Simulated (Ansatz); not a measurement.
Two members of one family (Si6H12 nanocrystal and its variants), computed with Ansatz in the gas phase. HOMO and LUMO are taken over both spins. Binding counts from free atoms in the multiplicity of their measured ground term, without zero-point energy. The spins of the ions were chosen, not always searched. A dash marks a value that wasn't run or was left out as unsound. The structures are stationary points that may keep the symmetry of their start.

First: Si6H11, rod, one cap removed (doublet, charge 0, PBE-D4/def2-SVP geometry; oxidised ion singlet).

```xyz
17

Si   -0.325    2.310   -0.237
Si   -1.576   -1.091    1.350
Si    1.912   -0.794   -0.196
Si    1.261    1.078   -1.468
Si    0.050   -2.213    0.069
Si   -2.124    0.897    0.248
H    -0.814    3.500   -1.021
H     0.337    2.820    1.023
H    -2.814   -1.935    1.517
H    -1.003   -0.826    2.725
H     3.054   -1.524   -0.858
H     2.371   -0.329    1.163
H     0.633    0.606   -2.754
H     2.452    1.940   -1.805
H    -0.521   -2.534   -1.289
H     0.450   -3.505    0.736
H    -3.344    1.600    0.795
```

| level | HOMO (eV) | LUMO (eV) | gap (eV) | vertical IE (eV) | binding per atom (eV) |
| --- | --- | --- | --- | --- | --- |
| PBE-D4/def2-SVP | -5.14 | -3.70 | 1.44 | – | 3.00 |
| PBE-D4/def2-TZVP | -5.16 | -3.75 | 1.42 | 7.72 | 3.00 |
| r2SCAN-D4/def2-TZVP | -5.51 | -3.39 | 2.12 | – | 3.04 |
| PBE0-D4/def2-SVP | -6.19 | -2.89 | 3.30 | – | 2.99 |
| PBE0-D4/def2-TZVP | -6.17 | -2.88 | 3.28 | 7.87 | 3.00 |

Second: Si4BPH12, rod, B and P 2.4 Å apart at the start (singlet, charge 0, PBE-D4/def2-SVP geometry).

Cartesian coordinates in Å:
```
B -0.050 1.236 -1.694
Si -1.250 0.621 1.641
Si 1.962 -0.977 0.400
Si 1.085 -0.442 -1.725
Si 0.116 -1.288 1.832
P -1.609 0.945 -0.598
H -0.465 1.502 -2.816
H 0.548 2.158 -1.147
H -2.603 0.535 2.297
H -0.568 1.890 2.072
H 2.813 -2.222 0.475
H 2.753 0.164 0.992
H 0.351 -1.700 -2.148
H 2.268 -0.308 -2.655
H -0.746 -2.442 1.383
H 0.425 -1.472 3.297
H -2.421 -0.173 -0.967
H -2.608 1.972 -0.641
```

Task: Estimate how these quantities change from the first to the second (second minus first).

Result: 
| level | Δ HOMO (eV) | Δ LUMO (eV) | Δ gap (eV) | Δ vertical IE (eV) | Δ binding per atom (eV) |
| --- | --- | --- | --- | --- | --- |
| PBE-D4/def2-SVP | -1.04 | 2.15 | 3.18 | – | 0.11 |
| PBE-D4/def2-TZVP | -1.06 | 2.00 | 3.06 | 0.93 | 0.11 |
| r2SCAN-D4/def2-TZVP | -0.92 | 1.85 | 2.77 | – | 0.09 |
| PBE0-D4/def2-SVP | -1.06 | 2.09 | 3.15 | – | 0.10 |
| PBE0-D4/def2-TZVP | -1.07 | 1.93 | 3.01 | 0.98 | 0.10 |
